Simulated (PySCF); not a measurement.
# ORD: `O1[S@](=O)O[C@H](C)[C@H]1F`, C₃H₅FO₃S

Molfile (atoms numbered from 1):
```
C3H5FO3S
     RDKit          3D

 13 13  0  0  0  0  0  0  0  0999 V2000
   -1.3587   -0.6713   -0.3368 C   0  0  0  0  0  0  0  0  0  0  0  0
   -0.4462    0.1893    0.5287 C   0  0  1  0  0  0  0  0  0  0  0  0
    0.4767   -0.6060    1.2278 O   0  0  0  0  0  0  0  0  0  0  0  0
    2.0433   -0.5596    0.6489 S   0  0  0  0  0  4  0  0  0  0  0  0
    2.3892   -1.8147    0.0744 O   0  0  0  0  0  0  0  0  0  0  0  0
    1.5634    0.4658   -0.6374 O   0  0  0  0  0  0  0  0  0  0  0  0
    0.4242    1.1289   -0.3306 C   0  0  2  0  0  0  0  0  0  0  0  0
    0.7267    2.2559    0.4171 F   0  0  0  0  0  0  0  0  0  0  0  0
   -2.1153   -0.0564   -0.8159 H   0  0  0  0  0  0  0  0  0  0  0  0
   -0.7707   -1.1825   -1.0962 H   0  0  0  0  0  0  0  0  0  0  0  0
   -1.8445   -1.4172    0.2863 H   0  0  0  0  0  0  0  0  0  0  0  0
   -1.0205    0.7767    1.2544 H   0  0  0  0  0  0  0  0  0  0  0  0
   -0.0719    1.4917   -1.2384 H   0  0  0  0  0  0  0  0  0  0  0  0
  1  2  1  0
  2  3  1  0
  4  3  1  1
  4  5  2  0
  4  6  1  0
  6  7  1  0
  7  8  1  0
  7  2  1  0
  1  9  1  0
  1 10  1  0
  1 11  1  0
  2 12  1  1
  7 13  1  6
M  END
```

Computed with TDDFT B3LYP/def2-SVPD circular dichroism and optical rotation, one conformer, gas phase (PySCF 2.14.0). Geometry: GFN2-xTB.

States above about 8.2 eV (minus the energy of the highest occupied orbital) lie near or above the ionisation threshold and depend on the basis.

Stereocentres: C2 R, S4 R, C7 R.

Task: Give the optical rotatory dispersion at 633, 589.3, 546, 436, 405, 365, 355 nm.

Result: [α] in deg dm⁻¹ (g/mL)⁻¹:
```tsv
λ (nm)	origin-invariant length gauge	modified velocity gauge	length gauge (centre of mass)	isotropic polarisability (au)
633	+162.3	+156.9	+161.8	67.3
589.3	+191.8	+185.6	+191.2	67.5
546	+230.3	+223.1	+229.6	67.8
436	+411.1	+400.1	+410.0	68.9
405	+506.9	+494.3	+505.6	69.4
365	+698.0	+683.5	+696.4	70.3
355	+765.2	+750.2	+763.5	70.5
```

Task: And for the mirror image at 589.3 nm?

Result: -191.8 deg dm⁻¹ (g/mL)⁻¹ (origin-invariant length gauge): the same size and the opposite sign.

Task: What is the molar rotation [Φ] = [α]·M/100 of the geometry above at 589.3 nm?

Result: With M = 140.13 g/mol, +268.8 deg cm² dmol⁻¹ (origin-invariant length gauge).

The first excitation lies at 5.78 eV (215 nm) with R = +29.6 × 10⁻⁴⁰ esu² cm² (velocity form).
